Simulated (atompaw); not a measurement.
LDA (PW92) PAW (atompaw) dataset for Eu (Z = 63), scalar-relativistic all-electron reference.

```json
{"Element": "Eu (Z = 63)", "Generator": "atompaw 4.2.0.5", "Type": "PAW", "Functional": "LDA (PW92)", "Relativity": "scalar-relativistic", "Frozen core": "[Kr] 4d10 4f7", "Valence charge": "10", "Reference configuration": "5s2 5p6 5d0 6s0 6p0 (charge +2)", "Partial waves": "5s (bound): rc 2.00 bohr; 6s (bound, empty): rc 2.45 bohr; 5p (bound): rc 2.45 bohr; 6p (bound, empty): rc 2.45 bohr; 5d (bound, empty): rc 2.45 bohr; 5d channel at 0.05 Ry: rc 2.45 bohr", "Local potential": "troulliermartins scheme with l = 3 at 1 Ry, radius 2.25 bohr", "Core correction": "smooth core density matched at 1.25 bohr", "Augmentation charge": "sinc compensation charge, radius 1.95 bohr; PAW radius 2.45 bohr; waves and projectors: custom rrkj vanderbiltortho"}
```

All-electron outer shells of the reference configuration (LDA (PW92), scalar-relativistic, ld1.x):

```csv
shell,level (eV),outermost node (bohr),outermost maximum (bohr)
5s,-58.47,0.67,1.23
5p,-37.47,0.72,1.39
4f,-16.44,–,0.60
6s,-13.97,1.64,3.14
5d,-13.78,0.82,2.00
6p,-9.76,1.94,3.84
```

(1) Does the generator finish with these settings?

Answers

(1) No. atompaw 4.2.0.5 stopped with "atompaw: The overlap operator has at least one negative eigenvalue!": the overlap operator built from these waves and projectors is not positive definite.
